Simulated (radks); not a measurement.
Results of a calculation; reference values are marked as such.
Q: Excited configurations of Cd II: one electron is placed in a higher orbital outside [Kr] 4d10. The ground configuration is [Kr] 4d10 5s1. Level of theory: scalar-relativistic Kohn-Sham, PBE, spin-unpolarised, spherical densities, point nucleus (a radial shooting solver on a logarithmic mesh with Libxc functionals). Excitation = E - E(ground); binding = E(ion) - E, where the ion is the core of charge +2; n* = 2/sqrt(2 binding) in atomic units, and the quantum defect is n - n*.

outer orbital  excitation (eV)  binding (eV)     n*  quantum defect  eigenvalue (eV)  <r> (bohr)
4f                      13.628         3.498  3.945           0.055           -2.486       8.686
5p                       5.779        11.347  2.190           2.810           -8.187       3.380
5f                      14.765         2.361  4.801           0.199           -1.793       14.79
7s                      13.270         3.856  3.757           3.243           -3.075       10.97
7p                      13.925         3.201  4.124           2.876           -2.550       12.79
7d                      14.836         2.290  4.874           2.126           -1.814       17.20

Estimate the row for 6d.

A: excitation (eV) 13.648; binding (eV) 3.478; n* 3.956; quantum defect 2.044; eigenvalue (eV) -2.660; <r> (bohr) 10.77. The Delta-SCF ionisation energy is 17.126 eV (NIST Atomic Spectra Database: 16.908 eV, measured). Self-interaction in the functional shifts the binding energies and quantum defects, so they are the method's values and not measured ones. Spin polarisation and multiplet splitting are left out, so open shells lie too high by an amount that depends on their filling.

Beside tabulated values, note that spin-unpolarised runs miss the spin-polarisation part of the exchange energy of open shells.
